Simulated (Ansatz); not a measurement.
Results of the Gaussian-basis code of Ansatz.

A structure relaxed at PBE0-D4/def2-TZVP, charge 0, multiplicity 1:

```
atom    x (Å)    y (Å)    z (Å)
  C1  -1.2755  -0.2393  -0.6884
  N2  -0.0473  -0.0829   0.0917
 Si3   1.1393   0.9770  -0.5885
 Al4   0.1148  -0.9664   1.6195
  F5   1.4955  -0.8037   2.5045
  H6  -1.9761  -0.9185  -0.1924
  H7  -1.0728  -0.6521  -1.6833
  H8  -1.7926   0.7176  -0.8240
  H9   2.3042   1.0244   0.3283
 H10   0.5790   2.3467  -0.7720
 H11   1.5690   0.4967  -1.9332
 H12  -1.0373  -1.8995   2.1377
```

Task: Give its formula and SMILES.

Result: CH7AlFNSi, `C[N]([SiH3])[AlH][F]`.

Task: Point group (tolerance 0.08 Å, 0.16 Å for H)?

Result: Cs.

Task: Summarise the bond lengths by kind.

Result: 1 × C–N 1.463 Å; 3 × C–H 1.095 to 1.096 Å; 1 × N–Si 1.730 Å; 1 × Al–N 1.772 Å; 3 × H–Si 1.483 to 1.491 Å; 1 × Al–F 1.648 Å; 1 × Al–H 1.571 Å.
